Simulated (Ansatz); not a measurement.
B8H14 (the lowest singlet isomer of a short search). Total charge 0; singlet. Geometry r2SCAN-D4/def2-SVP, basis def2-TZVP, Ansatz.

```xyz
22

B    -0.5307    1.0030    0.8964
B     0.8740    0.0151    1.7086
B    -1.1617   -0.5065   -1.4649
B     0.9933    0.6949    0.0723
B    -0.4775    0.9930   -0.9139
B     0.6161   -0.4127   -1.2418
B    -1.8930    0.3959   -0.1013
B     1.6498   -0.9446    0.2615
H     1.2059   -2.0028   -0.1585
H    -1.9753   -0.8994   -0.4646
H     1.6764    0.5281    2.4400
H    -0.3248   -1.4554   -1.2224
H     1.1472   -1.2726    1.4596
H     1.2477   -0.5781   -2.2479
H    -0.8037    1.9535    1.5749
H    -0.5128    1.9832   -1.5882
H    -2.9945    0.8639   -0.1382
H    -1.7264   -0.7011   -2.5026
H     2.8504   -0.9239    0.2508
H     1.8335    1.5430   -0.0395
H    -0.1191   -0.3637    2.3116
H    -1.5748    0.0873    1.1082
```

```json
{"run": "A", "HOMO (eV)": "-7.45", "LUMO (eV)": "-2.21"}
{"run": "B", "HOMO (eV)": "-9.46", "LUMO (eV)": "-0.47"}
{"run": "C", "HOMO (eV)": "-7.11", "LUMO (eV)": "-2.23"}
{"run": "D", "HOMO (eV)": "-9.14", "LUMO (eV)": "-0.52"}
{"run": "E", "HOMO (eV)": "-7.25", "LUMO (eV)": "-2.42"}
{"run": "F", "HOMO (eV)": "-8.26", "LUMO (eV)": "-1.56"}
```

The structure comes from a short search, and lower isomers may exist.

**Question.** The runs used BHLYP, BLYP, CAM-B3LYP, PBE, PBE0, r2SCAN. Estimate which is which.

**Answer.** A r2SCAN (0 % exact exchange); B CAM-B3LYP (range-separated); C BLYP (0 % exact exchange); D BHLYP (50 % exact exchange); E PBE (0 % exact exchange); F PBE0 (25 % exact exchange). Exact exchange lowers occupied and raises empty levels; among semilocal functionals meta-GGAs tend to open the gap a little, and such runs are hard to tell apart. The gap grows from 4.83 eV (PBE) to 8.99 eV (CAM-B3LYP).
